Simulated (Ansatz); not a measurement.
Born–Oppenheimer molecular dynamics of CH₅ClGe (8 atoms, charge 0, multiplicity 1). It starts at the highest image of a converged band. Of that band: Neighbouring images differ by up to 1.5 eV, so the band resolves the path poorly. A vibrational analysis at the climbing image gives one clearly imaginary mode, 1704i cm⁻¹: a first-order saddle point.

Theory: Ansatz 0.2.0, RHF/def2-SVP.

```json
{"ensemble": "NVE (velocity Verlet)", "time step": "0.5 fs", "steps asked": "200", "starting velocities drawn for": "100 K", "seed": "3046"}
```

First frame:

```xyz
8
Properties=species:S:1:pos:R:3
Ge -0.395 -0.053 0.416
H 0.863 -0.072 1.327
H 1.313 0.266 0.269
C -0.890 1.560 -0.590
H -1.975 1.650 -0.594
H -0.466 2.431 -0.091
H -0.528 1.507 -1.614
Cl -0.449 -1.794 -0.907
```

**Question.** What does the run give?

**Answer.** The run went to its last step.

| Property | Result |
| --- | --- |
| steps done | 200 |
| time covered | 100 fs |
| mean temperature over the second half | 2257 K |
| spread of the potential energy over the second half | 15.0 meV per atom |
| mean potential energy of the second half above the start | -209.4 meV per atom |

The conserved energy stayed within 1.3 meV per atom of its start (net change -0.62 meV per atom), so the integration is sound. The kinetic energy rose, since the run started high on the potential surface and went downhill. It ends in pieces (CH3ClGe + H2), so much of that is their flight and rotation, not heat. A run of 0.1 ps of so small a system gives no equilibrium averages. The orbitals stay closed-shell, which can raise the energy where a bond breaks towards radicals; this wasn't checked here.

**Question.** What happens to the structure?

**Answer.** Between its relaxed ends the band would form H2–H3 and break Ge1–H2, Ge1–H3. These pairs go: H2–H3 1.20 → 0.80 Å, Ge1–H2 1.55 → 11.82 Å, Ge1–H3 1.74 → 11.18 Å. In the last frame they stand as after the step (other bonds may differ from the relaxed reactants and products). It ends as CH3ClGe + H2. Pairs count as bonded within 1.25 times the sum of covalent radii (0.12 Å more for H–H). The details hang on the random start.

**Question.** How do temperature and energy run in time?

**Answer.** 
```json
{"time (fs)": "0", "T (K)": "100", "potential energy less start (eV)": "0.000", "conserved less start (meV/atom)": "0.00"}
{"time (fs)": "5", "T (K)": "73", "potential energy less start (eV)": "0.021", "conserved less start (meV/atom)": "0.03"}
{"time (fs)": "10", "T (K)": "118", "potential energy less start (eV)": "-0.013", "conserved less start (meV/atom)": "0.07"}
{"time (fs)": "15", "T (K)": "756", "potential energy less start (eV)": "-0.514", "conserved less start (meV/atom)": "-0.61"}
{"time (fs)": "20", "T (K)": "1453", "potential energy less start (eV)": "-1.047", "conserved less start (meV/atom)": "0.24"}
{"time (fs)": "25", "T (K)": "2155", "potential energy less start (eV)": "-1.602", "conserved less start (meV/atom)": "-1.09"}
{"time (fs)": "30", "T (K)": "2353", "potential energy less start (eV)": "-1.757", "conserved less start (meV/atom)": "-1.20"}
{"time (fs)": "35", "T (K)": "2055", "potential energy less start (eV)": "-1.513", "conserved less start (meV/atom)": "0.39"}
{"time (fs)": "40", "T (K)": "2479", "potential energy less start (eV)": "-1.855", "conserved less start (meV/atom)": "-1.21"}
{"time (fs)": "45", "T (K)": "2490", "potential energy less start (eV)": "-1.863", "conserved less start (meV/atom)": "-1.22"}
{"time (fs)": "50", "T (K)": "2109", "potential energy less start (eV)": "-1.555", "conserved less start (meV/atom)": "0.40"}
{"time (fs)": "55", "T (K)": "2440", "potential energy less start (eV)": "-1.825", "conserved less start (meV/atom)": "-1.19"}
{"time (fs)": "60", "T (K)": "2413", "potential energy less start (eV)": "-1.802", "conserved less start (meV/atom)": "-1.06"}
{"time (fs)": "65", "T (K)": "2198", "potential energy less start (eV)": "-1.624", "conserved less start (meV/atom)": "0.36"}
{"time (fs)": "70", "T (K)": "2540", "potential energy less start (eV)": "-1.901", "conserved less start (meV/atom)": "-1.07"}
{"time (fs)": "75", "T (K)": "2276", "potential energy less start (eV)": "-1.693", "conserved less start (meV/atom)": "-0.69"}
{"time (fs)": "80", "T (K)": "2019", "potential energy less start (eV)": "-1.486", "conserved less start (meV/atom)": "0.30"}
{"time (fs)": "85", "T (K)": "2352", "potential energy less start (eV)": "-1.753", "conserved less start (meV/atom)": "-0.86"}
{"time (fs)": "90", "T (K)": "2182", "potential energy less start (eV)": "-1.616", "conserved less start (meV/atom)": "-0.15"}
{"time (fs)": "95", "T (K)": "2112", "potential energy less start (eV)": "-1.559", "conserved less start (meV/atom)": "0.20"}
{"time (fs)": "100", "T (K)": "2304", "potential energy less start (eV)": "-1.715", "conserved less start (meV/atom)": "-0.62"}
```

The run took 4.4 min on 1 thread of Intel(R) Xeon(R) Platinum 8488C (Sapphire Rapids), with other jobs on the host, peak memory 0.19 GiB.
